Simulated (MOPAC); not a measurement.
Isomers of CH6B2O. Gas-phase values, no solvent. One relaxed conformer stands for each flexible species; it need not be the lowest. Strings in code marks are SMILES.

Quantity: electronic energy of isomers of CH6B2O relative to `BOBC`, in kcal/mol. Semi-empirical values (MOPAC) are differences of heats of formation.

Case: `BB(C)O`. Geometry of `B(C)(O)B` (neutral, multiplicity 1, Å):

```xyz
10

B      1.6919     0.0460    -0.2568
B      0.0533     0.3980    -0.1250
C     -0.9791    -0.6936     0.3684
O     -0.3650     1.6535    -0.4728
H      2.1643    -0.4401    -1.2421
H      2.4508     0.2132     0.6524
H     -0.6393    -1.2039     1.2742
H     -1.9777    -0.2879     0.5652
H     -1.0843    -1.4736    -0.3943
H     -1.3150     1.7885    -0.3693
```

Problem. What is the computed electronic energy of isomers of CH6B2O relative to `BOBC` (PM7 // B3LYP-D3(BJ)/def2-TZVP (MOPAC))?

Solution. 33.4 kcal/mol.
